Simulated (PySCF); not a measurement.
The numbers are results of PBE-D3(BJ)/def2-TZVP // PBE0-D4/def2-SVP run with PySCF, not measurements. All species are isolated molecules in the gas phase. One relaxed conformer stands for a flexible species; it need not be the lowest. Excitations are Tamm–Dancoff values on a coarser integration grid. The basis has no diffuse functions, so Rydberg states are missing or too high.

Reference species (SMILES): `[NH2][GeH2][GeH2][GeH2][CH]=O` (neutral, multiplicity 1).

- S1–T1 gap (TDA) = 0.68 eV
- HOMO–LUMO gap = 2.88 eV
- S1 oscillator strength = 0.030

Changed species: `[GeH2]([GeH2][GeH2][GeH2][GeH2][GeH2][NH2])[CH]=O` (n = 6; the reference has n = 3).

**Question.** What does the change do to the S1–T1 gap (TDA), HOMO–LUMO gap and S1 oscillator strength?

**Answer.** the S1–T1 gap (TDA) falls by 0.12 eV, to 0.56 eV; the HOMO–LUMO gap drops by 0.13 eV, to 2.75 eV; the S1 oscillator strength goes up by 0.174, to 0.204.
